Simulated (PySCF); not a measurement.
Computed properties of B(Cl)(OMe)(SH) (CH₄BClOS), SMILES COB(S)Cl

B(Cl)(OMe)(SH) (CH₄BClOS), SMILES SB(Cl)OC. Coordinates come from a r2SCAN-D4/def2-SVP optimisation. Other conformers were not sampled. All values are computed for the isolated molecule unless a solvent is named; none is compared with measurement here.

**Structure.** The optimised structure has Cs symmetry. All 21 harmonic modes at r2SCAN-D4/def2-SVP (PySCF) are real, so it is a minimum. With heavy atoms numbered as in [B:1]([Cl:2])([O:3][CH3:4])[SH:8], the shortest bond between them is B1–O3 at 1.343 Å and the longest B1–S8 at 1.823 Å.

**Vibrations.** The strongest infrared lines (harmonic, unscaled, degenerate partners summed) lie at 1366 cm⁻¹ (446 km/mol, B 38 %, O 29 %, H 22 %, C 11 %), 1007 cm⁻¹ (348 km/mol, B 75 %), 1495 cm⁻¹ (102 km/mol, H 68 %, O 14 %, B 14 %). The softest mode is at 92 cm⁻¹ and the zero-point energy is 36.4 kcal/mol.

**Electronic structure.** CAM-B3LYP/def2-TZVP (PySCF) places the frontier levels at -9.29 and 1.10 eV, a gap of 10.39 eV, and gives a dipole moment of 1.85 D and a mean polarisability of 59.7 bohr³. PBE/def2-TZVP (PySCF) at the same geometry gives -6.71 and -1.01 eV, so its gap is 4.69 eV narrower. An orbital gap is neither the optical nor the fundamental gap.

**Excitations.** TDA-CAM-B3LYP/def2-SVPD (PySCF) has S1 at 6.54 eV (190 nm, f = 0.007, weak); the most intense of the 10 singlets computed lies at 8.15 eV (f = 0.18). T1 (TDA) is at 5.94 eV, 0.60 eV under S1. TDA-PBE/def2-SVPD (PySCF) puts S1 at 6.12 eV. No vertical singlet excitation falls in the visible range (under 3.1 eV).

**NMR.** GIAO shifts at HF/pcSseg-1 (PySCF) (non-relativistic, atoms alike by connectivity averaged): ¹³C at 53.5 ppm against TMS; ¹H from 2.7 to 3.9 ppm against TMS; ¹¹B at 31.0 ppm against BF3. Without spin–orbit terms, shifts of atoms bonded to Cl or Br come out too high.
